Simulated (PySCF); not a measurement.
## XPS shifts beside NMR shieldings

C7H14Si2.
Numbering: `[CH3:1][CH2:2][CH2:3][C:4]1=[CH:5][SiH2:6][CH:7]=[CH:8][SiH2:9]1`

Binding energies: delta-SCF UKS SCAN, pcX-2 on the ionised atom, pcseg-1 elsewhere, spin-free X2C in PySCF 2.14.0. Shieldings: GIAO PBE/pcSseg-1, non-relativistic, same geometry.

| atom | isotropic shielding (ppm) |
| --- | --- |
| C1 | 165.8 |
| C2 | 155.1 |
| C3 | 126.1 |
| C4 | 12.9 |
| C5 | 37.0 |
| C7 | 27.3 |
| C8 | 27.8 |

What are the C 1s binding energies of these atoms?

| atom | environment | C 1s (eV) | isotropic shielding (ppm) |
| --- | --- | --- | --- |
| C5 | alkene CH carbon | 289.57 | 37.0 |
| C4 | fully substituted alkene carbon | 289.91 | 12.9 |
| C7 | alkene CH carbon | 289.92 | 27.3 |
| C8 | alkene CH carbon | 289.95 | 27.8 |
| C1 | methyl carbon | 290.42 | 165.8 |
| C3 | allylic carbon | 290.45 | 126.1 |
| C2 | chain CH2 carbon | 290.47 | 155.1 |

Over these 7 sites the two quantities correlate at r = 0.88. By binding energy: C5 < C4 ≈ C7 ≈ C8 < C1 ≈ C3 ≈ C2. By shielding: C4 < C7 ≈ C8 < C5 < C3 < C2 < C1.

The structure is a single PBE0-D3(BJ)/def2-SVP conformer in the gas phase; no vibrational or solvent corrections.

The values belong to the conformer `[CH3:1][CH2:2][CH2:3][C:4]1=[CH:5][SiH2:6][CH:7]=[CH:8][SiH2:9]1`: C1–C2–C3–C4 61°, C2–C3–C4–C5 -122°.
